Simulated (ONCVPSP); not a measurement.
## zinc, ONCV: configuration errors across variants

```json
{"Element": "zinc", "Generator": "ONCVPSP 4.0.1", "Type": "optimised norm-conserving Vanderbilt (ONCV)", "Functional": "PBEsol", "Relativity": "scalar-relativistic", "Frozen core": "[Ne]", "Valence charge": "20", "Reference configuration": "3s2 3p6 3d10 4s2", "Partial waves": "3s+4s: rc 1.10 bohr, ncon 3, nbas 7, qcut 12.6 1/bohr, 3 projectors, debl 1.8 Ha; 3p: rc 0.90 bohr, ncon 4, nbas 8, qcut 19.3 1/bohr, 2 projectors, debl 1.6 Ha; 3d: rc 1.35 bohr, ncon 4, nbas 9, qcut 14 1/bohr, 2 projectors, debl 2.1 Ha", "Local potential": "polynomial inside 0.75 bohr (lpopt 1, dvloc0 0 Ha)", "Core correction": "Teter function, fcfact 3, rcfact 1.45"}
```

In the p channel the program set the typed energies aside and used -3.060, 0.250 Ha.

All-electron excitation energies from the reference (eV): (1) 3s2 3p6 3d10 4s1 9.900; (2) 3s2 3p6 3d10 4s0 28.249; (3) 3s2 3p6 3d9 4s0 68.758; (4) 3s2 3p6 3d10 4s1.5 3.950.

2 further variants failed, have other tests or another functional or relativity, and are left out.

A true bound ghost makes a file unfit for plane-wave use even where its test errors are small: the radial tests pick states by their node count and pass the ghost by.

Errors AE − PS in meV (a dash: test not solved or not reliable):

| change | (1) | (2) | (3) | (4) | bound ghosts | GHOST(+) flags above zero |
| --- | --- | --- | --- | --- | --- | --- |
| base | +0.7 | +5.9 | +3.7 | +0.1 | none | none |
| core correction Teter function, fcfact 3, rcfact 1.34 | +0.7 | +5.9 | +3.7 | +0.1 | none | none |
| d: qcut 14.4 | +0.6 | +5.4 | +2.5 | 0.0 | none | none |
| all radii but the core radius scaled by about 1.10 (s 1.22, p 1.00, d 1.48 bohr); local potential polynomial inside 0.82 bohr (lpopt 1, dvloc0 0 Ha) | +1.0 | +7.8 | +11 | +0.1 | none | none |
| p: qcut 18.9 | +0.7 | +5.9 | +3.7 | +0.1 | none | none |
| core correction Teter function, fcfact 4.7, rcfact 1.45 | +0.7 | +5.8 | +3.7 | +0.1 | none | none |
| d: nproj 1 | +0.7 | +5.8 | -24 | 0.0 | none | none |
| s: debl 2.15 | +0.7 | +5.9 | +3.7 | +0.1 | none | none |
| local potential polynomial inside 0.75 bohr (lpopt 1, dvloc0 6.5 Ha) | +0.7 | +5.9 | +3.8 | +0.1 | none | none |
| p: rc 1.26 | +0.7 | +6.1 | +6.6 | +0.1 | p | none |

Give the same row for: core correction none.

+0.8, +7.0, +4.1, +0.1; bound ghosts: none; GHOST(+) flags above zero: none.
